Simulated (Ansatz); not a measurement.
Program: Ansatz. Geometries: PBE0-D4/def2-TZVP. ΔE: electronic, gas phase. CBS: MP2 limit from def2 TZ/QZ plus the TZ coupled-cluster correction, frozen cores. This one scheme is used for every species. DFT in def2-TZVPP. B3LYP here is the variant with VWN-RPA as its local correlation; programs differ in this. For Se outer-core shells are correlated without core-valence functions, which leaves a few kJ/mol of doubt a bond. Scalar relativity is left out up to krypton. One conformer a species, not always the lowest.

Reaction (hydrogenolysis of a C–F bond): `CSC(F)[SeH]` + H₂ → `CSC[SeH]` + H–F

| level | ΔE (kJ/mol) | difference from CCSD(T)/CBS |
| --- | --- | --- |
| PBE-D4 | -99.7 | 17.7 |
| r2SCAN-D4 | -99.8 | 17.6 |
| PBE0-D4 | -111.0 | 6.4 |
| B3LYP-D4 | -103.9 | 13.5 |
| ωB97M-V | -105.4 | 12.0 |
| r2SCAN | -100.2 | 17.2 |
| PBE0 | -112.2 | 5.2 |
| HF/def2-TZVPP | -121.1 | -3.7 |
| MP2/def2-TZVPP | -122.0 | -4.6 |
| HF/CBS(def2) | -121.5 | -4.1 |
| CCSD(T)/CBS | -117.4 | 0 |

Largest T1 diagnostic among the species: 0.011.

From PBE to PBE0 (25 % exact exchange), in def2-TZVPP and without D4, ΔE moves by −11.1 kJ/mol.

CCSD(T)/CBS has its own doubt, a few kJ/mol and more with outer-core shells, so smaller differences from it don't rank the levels.
